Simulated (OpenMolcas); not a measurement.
**Cr4+: moving or changing the point charges**

Cr4+ among 6 point charges of -2 e arranged as an octahedron (Oh), 1.99 Å from the ion.
```
   1.9900    0.0000    0.0000  -2.00
   0.0000    1.9900    0.0000  -2.00
  -1.9900    0.0000    0.0000  -2.00
   0.0000   -1.9900    0.0000  -2.00
   0.0000    0.0000    1.9900  -2.00
   0.0000    0.0000   -1.9900  -2.00
```

| Quantity | Value |
| --- | --- |
| Program | OpenMolcas 26.06 |
| Method | CASSCF |
| Basis | ANO-RCC-VDZP [5s4p2d1f] |
| Scalar Hamiltonian | DKH2, point nucleus |
| Active space | 2 electrons in 5 orbitals (3d) |
| State averaging | 2S+1 = 3 even, 10 roots; 2S+1 = 1 even, 15 roots |
| Spin-orbit coupling | state interaction with AMFI integrals over the reference wave functions |

Runs around this geometry, states (labels of O, the rotations of Oh). Energies in cm-1 above the lowest state or level, χT in cm3 K/mol; under a threefold ground state the first gap can be a small split of the lowest multiplet, not the spin-orbit step; 10Dq and B are least-squares fits to the states below 45000 cm-1, weighted by degeneracy, with a free offset, and given where the rms deviation is under 5 % of |10Dq| (or 100 cm-1) and under 700 cm-1.

```json
{"R (Å)": "1.99", "q (e)": "-1.3", "Ground state": "3T1", "First state of that spin": "3T2 1750", "10Dq": "2175", "B (rms of fit)": "1272 (39)", "First gap with spin-orbit (degeneracies)": "94.0 (2, 3)", "χT at 300 K": "0.580", "First state of another spin": "1T2 16626"}
{"R (Å)": "1.9", "q (e)": "-2", "Ground state": "3T1", "First state of that spin": "3T2 3413", "10Dq": "4244", "B (rms of fit)": "1271 (73)", "First gap with spin-orbit (degeneracies)": "58.0 (2, 3)", "χT at 300 K": "0.604", "First state of another spin": "1T2 16990"}
{"R (Å)": "1.99", "q (e)": "-2", "Ground state": "3T1", "First state of that spin": "3T2 2707", "10Dq": "3370", "B (rms of fit)": "1272 (56)", "First gap with spin-orbit (degeneracies)": "69.7 (2, 3)", "χT at 300 K": "0.595", "First state of another spin": "1T2 16863"}
{"R (Å)": "2.16", "q (e)": "-2", "Ground state": "3T1", "First state of that spin": "3T2 1795", "10Dq": "2236", "B (rms of fit)": "1273 (40)", "First gap with spin-orbit (degeneracies)": "92.6 (2, 3)", "χT at 300 K": "0.581", "First state of another spin": "1T2 16642"}
```

Taking |10Dq| as R^-n, n = -ln(2236 / 4244) / ln(2.16 / 1.9) = 5.0 between the shortest and longest distance. The point-charge formula for a cubic d site gives n = 5.

Scaling the charges by -1.3 / -2 = 0.65 scales |10Dq| by 2175 / 3370 = 0.65; with fixed orbitals a first-order splitting would follow the charge.

An orbital triplet at a regular site is open to Jahn-Teller coupling, which can distort the site and quench the lowest spin-orbit gaps and is left out. Without dynamic correlation the repulsion within the d shell is too large (B by tens of per cent), so at a given field states of lower spin stand too high. This field is weak: 10Dq is about 2175 cm-1, while octahedral complexes of 3d ions of charge 3 and more, computed by the same method with explicit ligands, had a median near 15000 cm-1. Ground spin and moment need not be those of a real site (figures for R = 1.99, q = -1.3; the like holds for R = 1.9, q = -2, R = 1.99, q = -2, R = 2.16, q = -2). The ground term spreads over less than 5000 cm-1, several times less than with real ligands, so orbital moments are less quenched and χT lies further from the spin-only value than at real sites (holds for R = 1.99, q = -1.3; R = 2.16, q = -2). This is an electrostatic model: the charges have no orbitals. No measured value stands beside these numbers.
